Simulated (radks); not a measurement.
Question: These are the eigenvalues of the occupied orbitals of an atom or ion with whole-number occupations (Ry). Method: non-relativistic Kohn-Sham, PBE, spin-polarised, spherical densities, point nucleus; computed with a radial shooting solver on a logarithmic mesh with Libxc functionals.

| orbital | eigenvalue |
|---|---|
| 1s up | -2601.077 |
| 1s down | -2600.728 |
| 2s up | -539.0467 |
| 2s down | -538.7631 |
| 2p up | -519.8047 |
| 2p down | -519.4142 |
| 3s up | -216.0432 |
| 3s down | -214.7191 |
| 3p up | -209.0318 |

Which element is it, and in what charge state? The configuration may be excited. Open shells, if any, are filled with parallel spins first.

Answer: Z = 54, xenon, charge +40: Xe40+ in [Ne] 3s2 3p2. The list shows which subshells hold electrons but not how many an open one holds; the 1s level, -1300.5 hartree, gives Z - s = 51.0 by -(Z - s)^2/2, which with screening narrows Z to a few neighbours, and the depths of the outer levels then fix element, charge and occupations together.
